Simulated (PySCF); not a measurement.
# Bond lengths and vibrations by method: BGeH4O anion

Calculated results; nothing here was measured. The program is PySCF 2.14.0, an open-source quantum chemistry code, run on an isolated molecule that a program drew, which may never have been made. The molecule is BGeH4O anion (charge -1, singlet), drawn as the SMILES string `O[BH][GeH2-]`.

The geometry was optimised and harmonic frequencies were computed with HF and MP2, all in the aug-cc-pVDZ basis, for the commonest isotopes, with a restricted reference for singlets and an unrestricted one otherwise, and a frozen core in MP2. Germanium has the aug-cc-pVDZ-PP basis, with a core potential (ECP10MDF) in place of its 10 inner electrons, and its 3s, 3p and 3d shells are frozen in MP2. Each result is a local minimum of its method.

Geometry at the HF minimum:
```xyz
7
BGeH4O anion, angstrom
O     0.2118   -1.8057   -0.2411
B     0.4226   -0.7700    0.6623
Ge    1.0902   -1.0146    2.6212
H     0.0611   -1.4881   -1.1141
H     0.3605    0.3471    0.1531
H     0.2711   -2.2795    3.1287
H     0.2440    0.1294    3.3365
```

Lengths of the bonds as drawn, in Å (atoms numbered as above):
| bond | HF | MP2 |
|---|---|---|
| O1-B2 | 1.390 | 1.423 |
| B2-Ge3 | 2.084 | 2.056 |
| O1-H4 | 0.941 | 0.966 |
| B2-H5 | 1.229 | 1.233 |
| Ge3-H6 | 1.590 | 1.587 |
| Ge3-H7 | 1.593 | 1.589 |

Rotational constants, in GHz:
```
constant     HF    MP2
       A  39.47  38.83
       B  3.106  3.135
       C  2.943  2.962
```

Harmonic frequencies in cm^-1, each column in rising order, so a row needn't be the same motion in every method:
```
rank    HF   MP2
   1   213   220
   2   241   244
   3   380   328
   4   479   471
   5   588   541
   6   682   638
   7   872   809
   8   952   893
   9  1057   989
  10  1190  1075
  11  1312  1229
  12  1878  1908
  13  1900  1912
  14  2428     ?
  15  4185  3824
```

**Estimate the missing MP2 frequency from the HF column.**

A single factor s that minimises the squared misfit of MP2 against s times HF over the other rows is sum(HF x MP2) / sum(HF^2) = 0.9391, with an rms misfit of 61 cm^-1. For rank 14 it gives 0.9391 x 2428 = 2280 cm^-1. The calculation gives 2408 cm^-1, 128 cm^-1 above the estimate. The drawn bonds are on average 0.6 % longer in MP2 than in HF.
